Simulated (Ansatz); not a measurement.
A structure relaxed at PBE0-D4/def2-TZVPD in Ansatz, charge -1, doublet:

```xyz
4

Si   -1.0015   -0.1332    0.6015
Si    1.0081    0.1265   -0.5918
S    -2.3439   -1.6061    0.4898
S     2.3373    1.6128   -0.4995
```

Problem. Give its formula and point group.

Solution. Si₂S₂⁻. Point group C2h (tolerance 0.1 Å).

Problem. Summarise the bond lengths by kind (pairs closer than 1.2 times the sum of covalent radii, bridged metal pairs left out).

Solution. 2 × S–Si 2.00 Å; 1 × Si–Si 2.35 Å.

Another isomer (doublet) lies 0.84 eV lower at PBE0-D4/def2-TZVPD; other spin states weren't run for this one.
